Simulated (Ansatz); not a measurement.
Ansatz (a quantum-chemistry and plane-wave program) job for H₆NSi₂, SMILES [SiH3][N][SiH3] (connectivity only; charge and spin as stated), charge -1, multiplicity 1, PBE0-D3(BJ)/def2-SVPD. 

Ansatz 0.2 input:
```yaml
crystal:
  periodic: [false, false, false]
  atoms:
    - {symbol: Si, position_ang: [1.55467859, 0.00041653, 0.07602422]}
    - {symbol: N, position_ang: [0.00000000, 0.00000000, -0.52119440]}
    - {symbol: Si, position_ang: [-1.55467859, -0.00041653, 0.07602422]}
    - {symbol: H, position_ang: [2.50049229, 0.12708159, -1.07090707]}
    - {symbol: H, position_ang: [2.02525141, -1.22338331, 0.80945551]}
    - {symbol: H, position_ang: [1.96855478, 1.09259155, 1.02129287]}
    - {symbol: H, position_ang: [-2.02525141, 1.22338330, 0.80945554]}
    - {symbol: H, position_ang: [-2.50049230, -0.12708156, -1.07090707]}
    - {symbol: H, position_ang: [-1.96855479, -1.09259156, 1.02129286]}
basis:
  gaussian:
    orbitals: def2-SVPD
hamiltonian:
  xc: pbe0
  dispersion: d3bj
total_charge: -1
relax: {f_tol: 0.002, max_steps: 200}
```

It prints:

```
WARN ansatz: RAYON_NUM_THREADS=1 ignored (pool sized by the plan → 1); use --threads N
Functional definition: PBE0
integrals: 0.08 GiB planned
1184 factors; integrals over basis functions are off by at most 2.4e-4 eV
mean field: 0.50 GiB planned
mean field evaluation 1: about -17327.6734 eV, gradient 3.2e1 eV
mean field evaluation 2: about -17321.9439 eV, gradient 5.8e1 eV
mean field evaluation 4: about -17329.7471 eV, gradient 8.4e-1 eV
mean field evaluation 8: about -17329.7500 eV, gradient 4.2e-3 eV
mean field -17329.75003267 eV, -636.8565671740 hartree, gradient 2.7e-5 eV, S^2 0.000000; 0 other end points of the search recorded, 0 dependent functions left out
the calculation of the forces begins
reference -17329.75007112 eV, -636.8565685871 hartree; 21, 21 occupied and 95, 95 virtual orbitals, 1184 factors
relax step   1: F+E_penalty+E_count = -17329.90264429 eV  Δ(F+E_penalty+E_count) = +0.000e0 eV  max|allowed force component| = 4.949e-1 eV/Å  Δτ_max = 0.0000 Å  (24 SCF iters, accepted)
these checks for a lower state are left out or cut short: starts, cluster_reference, orbital_swaps, neighbouring_geometries, increment
integrals: 0.08 GiB planned
1184 factors; integrals over basis functions are off by at most 2.3e-4 eV
mean field: 0.50 GiB planned
mean field evaluation 16: about -17329.8083 eV, gradient 2.6e-2 eV
mean field -17329.80865466 eV, -636.8587214924 hartree, gradient 2.7e-5 eV, S^2 0.000000; 0 other end points of the search recorded, 0 dependent functions left out
the calculation of the forces begins
reference -17329.80869279 eV, -636.8587228939 hartree; 21, 21 occupied and 95, 95 virtual orbitals, 1184 factors
relax step   2: F+E_penalty+E_count = -17329.96043135 eV  Δ(F+E_penalty+E_count) = -5.779e-2 eV  max|allowed force component| = 1.827e-1 eV/Å  Δτ_max = 0.0815 Å  (25 SCF iters, accepted)
these checks for a lower state are left out or cut short: starts, cluster_reference, orbital_swaps, neighbouring_geometries, increment
integrals: 0.08 GiB planned
1184 factors; integrals over basis functions are off by at most 2.4e-4 eV
mean field: 0.50 GiB planned
mean field -17329.81341678 eV, -636.8588964971 hartree, gradient 3.0e-5 eV, S^2 0.000000; 0 other end points of the search recorded, 0 dependent functions left out
the calculation of the forces begins
reference -17329.81345493 eV, -636.8588978993 hartree; 21, 21 occupied and 95, 95 virtual orbitals, 1184 factors
relax step   3: F+E_penalty+E_count = -17329.96529635 eV  Δ(F+E_penalty+E_count) = -4.865e-3 eV  max|allowed force component| = 8.906e-2 eV/Å  Δτ_max = 0.0250 Å  (24 SCF iters, accepted)
these checks for a lower state are left out or cut short: starts, cluster_reference, orbital_swaps, neighbouring_geometries, increment
integrals: 0.08 GiB planned
1184 factors; integrals over basis functions are off by at most 2.4e-4 eV
mean field: 0.50 GiB planned
mean field evaluation 32: about -17329.8131 eV, gradient 2.7e-5 eV
mean field -17329.81308246 eV, -636.8588842112 hartree, gradient 2.7e-5 eV, S^2 0.000000; 0 other end points of the search recorded, 0 dependent functions left out
the calculation of the forces begins
reference -17329.81312051 eV, -636.8588856096 hartree; 21, 21 occupied and 95, 95 virtual orbitals, 1184 factors
relax step   4: F+E_penalty+E_count = -17329.96520235 eV  Δ(F+E_penalty+E_count) = +9.400e-5 eV  max|allowed force component| = 1.618e-1 eV/Å  Δτ_max = 0.0306 Å  (24 SCF iters, rejected (line search))
these checks for a lower state are left out or cut short: starts, cluster_reference, orbital_swaps, neighbouring_geometries, increment
integrals: 0.08 GiB planned
1184 factors; integrals over basis functions are off by at most 2.4e-4 eV
mean field: 0.50 GiB planned
mean field -17329.81383755 eV, -636.8589119601 hartree, gradient 5.2e-6 eV, S^2 0.000000; 0 other end points of the search recorded, 0 dependent functions left out
the calculation of the forces begins
reference -17329.81387570 eV, -636.8589133624 hartree; 21, 21 occupied and 95, 95 virtual orbitals, 1184 factors
relax step   5: F+E_penalty+E_count = -17329.96586204 eV  Δ(F+E_penalty+E_count) = -5.657e-4 eV  max|allowed force component| = 9.918e-3 eV/Å  Δτ_max = 0.0152 Å  (23 SCF iters, accepted)
these checks for a lower state are left out or cut short: starts, cluster_reference, orbital_swaps, neighbouring_geometries, increment
integrals: 0.08 GiB planned
1184 factors; integrals over basis functions are off by at most 2.4e-4 eV
mean field: 0.50 GiB planned
mean field -17329.81385906 eV, -636.8589127508 hartree, gradient 2.5e-5 eV, S^2 0.000000; 0 other end points of the search recorded, 0 dependent functions left out
the calculation of the forces begins
reference -17329.81389729 eV, -636.8589141555 hartree; 21, 21 occupied and 95, 95 virtual orbitals, 1184 factors
relax step   6: F+E_penalty+E_count = -17329.96602439 eV  Δ(F+E_penalty+E_count) = -1.623e-4 eV  max|allowed force component| = 6.063e-3 eV/Å  Δτ_max = 0.0100 Å  (24 SCF iters, accepted)
these checks for a lower state are left out or cut short: starts, cluster_reference, orbital_swaps, neighbouring_geometries, increment
integrals: 0.08 GiB planned
1184 factors; integrals over basis functions are off by at most 2.4e-4 eV
mean field: 0.50 GiB planned
mean field -17329.81369343 eV, -636.8589066638 hartree, gradient 2.1e-5 eV, S^2 0.000000; 0 other end points of the search recorded, 0 dependent functions left out
the calculation of the forces begins
reference -17329.81373177 eV, -636.8589080728 hartree; 21, 21 occupied and 95, 95 virtual orbitals, 1184 factors
relax step   7: F+E_penalty+E_count = -17329.96628959 eV  Δ(F+E_penalty+E_count) = -2.652e-4 eV  max|allowed force component| = 4.156e-2 eV/Å  Δτ_max = 0.0461 Å  (24 SCF iters, accepted)
these checks for a lower state are left out or cut short: starts, cluster_reference, orbital_swaps, neighbouring_geometries, increment
integrals: 0.08 GiB planned
1184 factors; integrals over basis functions are off by at most 2.4e-4 eV
mean field: 0.50 GiB planned
mean field -17329.81368048 eV, -636.8589061880 hartree, gradient 2.9e-5 eV, S^2 0.000000; 0 other end points of the search recorded, 0 dependent functions left out
the calculation of the forces begins
reference -17329.81371895 eV, -636.8589076017 hartree; 21, 21 occupied and 95, 95 virtual orbitals, 1184 factors
relax step   8: F+E_penalty+E_count = -17329.96645676 eV  Δ(F+E_penalty+E_count) = -1.672e-4 eV  max|allowed force component| = 3.070e-2 eV/Å  Δτ_max = 0.0299 Å  (23 SCF iters, accepted)
these checks for a lower state are left out or cut short: starts, cluster_reference, orbital_swaps, neighbouring_geometries, increment
integrals: 0.08 GiB planned
1184 factors; integrals over basis functions are off by at most 2.4e-4 eV
mean field: 0.50 GiB planned
mean field -17329.81413780 eV, -636.8589229943 hartree, gradient 2.8e-5 eV, S^2 0.000000; 0 other end points of the search recorded, 0 dependent functions left out
the calculation of the forces begins
reference -17329.81417619 eV, -636.8589244049 hartree; 21, 21 occupied and 95, 95 virtual orbitals, 1184 factors
relax step   9: F+E_penalty+E_count = -17329.96667913 eV  Δ(F+E_penalty+E_count) = -2.224e-4 eV  max|allowed force component| = 2.682e-2 eV/Å  Δτ_max = 0.0130 Å  (24 SCF iters, accepted)
these checks for a lower state are left out or cut short: starts, cluster_reference, orbital_swaps, neighbouring_geometries, increment
integrals: 0.08 GiB planned
1184 factors; integrals over basis functions are off by at most 2.4e-4 eV
mean field: 0.50 GiB planned
mean field evaluation 64: about -17329.8119 eV, gradient 1.1e0 eV
mean field -17329.81446134 eV, -636.8589348839 hartree, gradient 2.8e-5 eV, S^2 0.000000; 0 other end points of the search recorded, 0 dependent functions left out
the calculation of the forces begins
reference -17329.81449965 eV, -636.8589362921 hartree; 21, 21 occupied and 95, 95 virtual orbitals, 1184 factors
relax step  10: F+E_penalty+E_count = -17329.96682404 eV  Δ(F+E_penalty+E_count) = -1.449e-4 eV  max|allowed force component| = 1.163e-2 eV/Å  Δτ_max = 0.0151 Å  (24 SCF iters, accepted)
these checks for a lower state are left out or cut short: starts, cluster_reference, orbital_swaps, neighbouring_geometries, increment
integrals: 0.08 GiB planned
1184 factors; integrals over basis functions are off by at most 2.4e-4 eV
mean field: 0.50 GiB planned
mean field -17329.81468641 eV, -636.8589431553 hartree, gradient 2.8e-5 eV, S^2 0.000000; 0 other end points of the search recorded, 0 dependent functions left out
the calculation of the forces begins
reference -17329.81472469 eV, -636.8589445622 hartree; 21, 21 occupied and 95, 95 virtual orbitals, 1184 factors
relax step  11: F+E_penalty+E_count = -17329.96690899 eV  Δ(F+E_penalty+E_count) = -8.495e-5 eV  max|allowed force component| = 1.074e-2 eV/Å  Δτ_max = 0.0278 Å  (23 SCF iters, accepted)
these checks for a lower state are left out or cut short: starts, cluster_reference, orbital_swaps, neighbouring_geometries, increment
integrals: 0.08 GiB planned
1184 factors; integrals over basis functions are off by at most 2.4e-4 eV
mean field: 0.50 GiB planned
mean field -17329.81473413 eV, -636.8589449089 hartree, gradient 9.4e-6 eV, S^2 0.000000; 0 other end points of the search recorded, 0 dependent functions left out
the calculation of the forces begins
reference -17329.81477242 eV, -636.8589463161 hartree; 21, 21 occupied and 95, 95 virtual orbitals, 1184 factors
relax step  12: F+E_penalty+E_count = -17329.96697693 eV  Δ(F+E_penalty+E_count) = -6.794e-5 eV  max|allowed force component| = 6.091e-3 eV/Å  Δτ_max = 0.0067 Å  (23 SCF iters, accepted)
these checks for a lower state are left out or cut short: starts, cluster_reference, orbital_swaps, neighbouring_geometries, increment
integrals: 0.08 GiB planned
1184 factors; integrals over basis functions are off by at most 2.4e-4 eV
mean field: 0.50 GiB planned
mean field -17329.81471211 eV, -636.8589440998 hartree, gradient 8.8e-6 eV, S^2 0.000000; 0 other end points of the search recorded, 0 dependent functions left out
the calculation of the forces begins
reference -17329.81475042 eV, -636.8589455076 hartree; 21, 21 occupied and 95, 95 virtual orbitals, 1184 factors
relax step  13: F+E_penalty+E_count = -17329.96698736 eV  Δ(F+E_penalty+E_count) = -1.043e-5 eV  max|allowed force component| = 4.972e-3 eV/Å  Δτ_max = 0.0034 Å  (22 SCF iters, accepted)
these checks for a lower state are left out or cut short: starts, cluster_reference, orbital_swaps, neighbouring_geometries, increment
integrals: 0.08 GiB planned
1184 factors; integrals over basis functions are off by at most 2.4e-4 eV
mean field: 0.50 GiB planned
mean field -17329.81469468 eV, -636.8589434592 hartree, gradient 8.0e-5 eV, S^2 0.000000; 0 other end points of the search recorded, 0 dependent functions left out
the calculation of the forces begins
reference -17329.81473300 eV, -636.8589448673 hartree; 21, 21 occupied and 95, 95 virtual orbitals, 1184 factors
relax step  14: F+E_penalty+E_count = -17329.96699206 eV  Δ(F+E_penalty+E_count) = -4.704e-6 eV  max|allowed force component| = 3.373e-3 eV/Å  Δτ_max = 0.0034 Å  (19 SCF iters, accepted)
these checks for a lower state are left out or cut short: starts, cluster_reference, orbital_swaps, neighbouring_geometries, increment
integrals: 0.08 GiB planned
1184 factors; integrals over basis functions are off by at most 2.4e-4 eV
mean field: 0.50 GiB planned
mean field evaluation 96: about -17329.8147 eV, gradient 9.0e-2 eV
mean field -17329.81468958 eV, -636.8589432716 hartree, gradient 3.8e-5 eV, S^2 0.000000; 0 other end points of the search recorded, 0 dependent functions left out
the calculation of the forces begins
reference -17329.81472789 eV, -636.8589446798 hartree; 21, 21 occupied and 95, 95 virtual orbitals, 1184 factors
relax step  15: F+E_penalty+E_count = -17329.96699500 eV  Δ(F+E_penalty+E_count) = -2.936e-6 eV  max|allowed force component| = 1.561e-3 eV/Å  Δτ_max = 0.0025 Å  (19 SCF iters, accepted)
integrals: 0.08 GiB planned
1184 factors; integrals over basis functions are off by at most 2.4e-4 eV
mean field: 0.50 GiB planned
mean field -17329.81468958 eV, -636.8589432716 hartree, gradient 3.8e-5 eV, S^2 0.000000; 1 other end points of the search recorded, 0 dependent functions left out
the calculation of the forces begins
reference -17329.81472789 eV, -636.8589446798 hartree; 21, 21 occupied and 95, 95 virtual orbitals, 1184 factors
Total energy: -17329.96703331 eV, -636.8645418008 hartree
Atom 0 at     1.552022     0.012566     0.050816 Å, force     0.001561    -0.000129     0.000181 eV/Å
Atom 1 at    -0.000000     0.000000    -0.549334 Å, force     0.000000    -0.000000    -0.000253 eV/Å
Atom 2 at    -1.552022    -0.012566     0.050816 Å, force    -0.001561     0.000129     0.000181 eV/Å
Atom 3 at     2.609539     0.021375    -1.039237 Å, force    -0.000534    -0.000096     0.000824 eV/Å
Atom 4 at     1.978473    -1.169615     0.919020 Å, force    -0.000216     0.001018    -0.000607 eV/Å
Atom 5 at     1.959125     1.201278     0.919336 Å, force    -0.000066    -0.000705    -0.000272 eV/Å
Atom 6 at    -1.978473     1.169615     0.919020 Å, force     0.000216    -0.001018    -0.000607 eV/Å
Atom 7 at    -2.609539    -0.021375    -1.039237 Å, force     0.000534     0.000096     0.000824 eV/Å
Atom 8 at    -1.959125    -1.201277     0.919336 Å, force     0.000066     0.000705    -0.000272 eV/Å
Dipole moment:    -0.000000     0.000000     0.103806 e Å
```

The run converged.
